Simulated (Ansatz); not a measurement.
`C[CH2][In]([OH])[F]` + H–F → `C[CH2][In]([F])[F]` + H₂O at 700 K and 1 bar (ligand exchange at the In–O bond).

Isolated molecules relaxed with PBE0-D4/def2-TZVP in Ansatz; ΔE leaves out vibrations. CBS: MP2 limit from def2 TZ/QZ plus the TZ coupled-cluster correction, frozen cores. This one scheme is used for every species. Elements past krypton have def2 core potentials. For In outer-core shells are correlated without core-valence functions, which leaves a few kJ/mol of doubt a bond. One conformer a species, not always the lowest.

```json
{"species": "`C[CH2][In]([OH])[F]`", "CCSD(T)/CBS energy (Eh)": "-444.54921", "H − E (kJ/mol)": "292.7", "S (J/(mol·K))": "515.0"}
{"species": "H–F", "CCSD(T)/CBS energy (Eh)": "-100.39570", "H − E (kJ/mol)": "45.2", "S (J/(mol·K))": "198.5"}
{"species": "`C[CH2][In]([F])[F]`", "CCSD(T)/CBS energy (Eh)": "-468.57870", "H − E (kJ/mol)": "256.7", "S (J/(mol·K))": "498.1"}
{"species": "H₂O", "CCSD(T)/CBS energy (Eh)": "-76.37941", "H − E (kJ/mol)": "80.5", "S (J/(mol·K))": "218.4"}
```

H − E and S are ideal-gas, rigid-rotor, harmonic terms from PBE0-D4/def2-TZVP, for one conformer and one mirror image of each species. 1 Eh = 2625.50 kJ/mol, R = 8.31446 J/(mol·K).

Problem. By hand: ΔE, ΔH, ΔS and ΔG.

Solution. ΔE = (-468.57870) + (-76.37941) − (-444.54921) − (-100.39570) = -0.01320 Eh = -34.7 kJ/mol. Δ(H − E) = 256.7 + 80.5 − 292.7 − 45.2 = -0.7, so ΔH = -35.4 kJ/mol. ΔS = 498.1 + 218.4 − 515.0 − 198.5 = 3.0 J/(mol·K). ΔG = -35.4 − 700 × (3.0)/1000 = -37.5 kJ/mol.

Problem. By hand: the equilibrium constant, and the temperature at which ΔG would vanish if ΔH and ΔS stayed fixed.

Solution. log₁₀ K = −ΔG/(RT ln 10) = 2.8. ΔH and −TΔS have one sign here, so there is no such temperature. One of them is within its doubt of zero, so this could turn.

The number of gas molecules stays the same, so ΔS is small and ΔH decides. A doubt of 5 kJ/mol in ΔE shifts log₁₀ K by 0.4 here. Other conformers and mirror images would add mixing entropy, several J/(mol·K) or more a flexible species. Modes under 60 cm⁻¹, often nearly free rotors, make the harmonic entropy too high. These are equilibria of isolated gas molecules and say nothing of rates. Largest T1 diagnostic: 0.015 (customary marks: 0.02 for closed shells, 0.045 for open ones).
